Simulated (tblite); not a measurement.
Species: C5H10Se.
Geometry (GFN2-xTB, Å), atoms numbered from 1 in this order:
```
atom  x, y, z in Å
C1     2.854    0.276   -0.076
Se2    1.147    1.152   -0.435
C3     0.074   -0.044    0.662
C4    -0.563   -1.261    0.054
C5    -1.415   -0.119    0.518
C6    -2.140    0.736   -0.490
H7     3.622    0.821   -0.618
H8     3.056    0.312    0.992
H9     2.808   -0.753   -0.423
H10    0.497   -0.126    1.658
H11   -0.463   -1.396   -1.013
H12   -0.556   -2.184    0.616
H13   -1.967   -0.263    1.441
H14   -3.090    0.279   -0.762
H15   -1.537    0.853   -1.389
H16   -2.335    1.725   -0.077
```

Computed values, GFN2-xTB/tblite, gas phase, harmonic and unscaled. This tight-binding method is rough: wavenumbers can miss measured ones by several per cent, in bad cases by 10 to 20. One conformer, not necessarily the lowest.

Harmonic wavenumbers (cm⁻¹): 30.6, 118.0, 142.1, 164.9, 188.9, 257.0, 360.6, 422.6, 570.1, 573.5, 829.6, 857.3, 872.8, 883.4, 923.9, 947.6, 1037.8, 1046.7, 1069.1, 1076.4, 1117.7, 1162.2, 1205.7, 1260.5, 1284.6, 1388.8, 1412.0, 1435.1, 1436.1, 1461.7, 1480.2, 1489.3, 2993.8, 3001.9, 3010.0, 3011.8, 3015.1, 3021.7, 3025.7, 3032.3, 3075.1, 3089.4.

A = 4693, B = 1504, C = 1239 MHz; mass 149.995 u (most abundant isotopes); point group C1, symmetry number 1.

Question: Zero-point energy?

Answer: ½Σν̃ = 29392 cm⁻¹ = 351.61 kJ/mol.

Question: What is S at 500 K and 1 bar for an ideal gas of classical rigid rotors and harmonic oscillators?

Answer: Translation 182.09, rotation 123.60, vibration 158.94: S = 464.6 J/(mol K).

Question: And Cp and H(500 K) − H(0)?

Answer: Cp = 190.50 J/(mol K), of which vibrations give 157.24 (their classical limit is 42 R = 349.2); H(500 K) − H(0) = 56.68 kJ/mol without the zero-point energy, 40.05 from vibrations.

Question: What must be added to the electronic energy to get the Gibbs energy at 500 K and 1 bar?

Answer: ZPE + [H(500 K) − H(0)] − T·S = 351.61 + 56.68 − 232.31 = 175.98 kJ/mol.

Question: Blend soft modes into free rotors: weight 1/[1 + (100 cm⁻¹/ν̃)⁴] for the oscillator and the rest for a rotor with moment μB/(μ + B), μ = h/(8π²ν), B = 10⁻⁴⁴ kg m². What vibrational entropy results?

Answer: 147.09 J/(mol K) in place of 158.94, which changes −T·S at 500 K by +5.92 kJ/mol.

Question: How do the functions run with temperature in this model?

Answer: 
| T (K) | S (J/(mol K)) | Cp (J/(mol K)) | H − H(0) (kJ/mol) | G − H(0) (kJ/mol) | ln q(vib) |
| --- | --- | --- | --- | --- | --- |
| 100 | 282.4 | 69.2 | 5.04 | -23.20 | 1.57 |
| 200 | 338.9 | 96.8 | 13.36 | -54.43 | 3.63 |
| 300 | 383.9 | 128.2 | 24.56 | -90.62 | 5.61 |
| 800 | 568.9 | 252.7 | 123.97 | -331.15 | 15.14 |
| 1000 | 628.4 | 280.4 | 177.42 | -451.00 | 18.70 |

q(vib) and H(0) count from the zero-point level.

Question: Which modes carry the vibrational entropy at 500 K?

Answer: 30.6 cm⁻¹: 28.52; 118.0 cm⁻¹: 17.33; 142.1 cm⁻¹: 15.81; 164.9 cm⁻¹: 14.59; 188.9 cm⁻¹: 13.48; 257.0 cm⁻¹: 11.01 J/(mol K); the other 36 give 58.19 together.

Hindered rotation and anharmonicity are outside this model. Other conformers, if any are populated, would add a mixing term that is left out. The structure is chiral; the term R ln 2 for an equal mix with its mirror image is left out.

Run on one thread, Arm Neoverse V2, no GPU, on a shared host. The figure is for the frequency step alone.
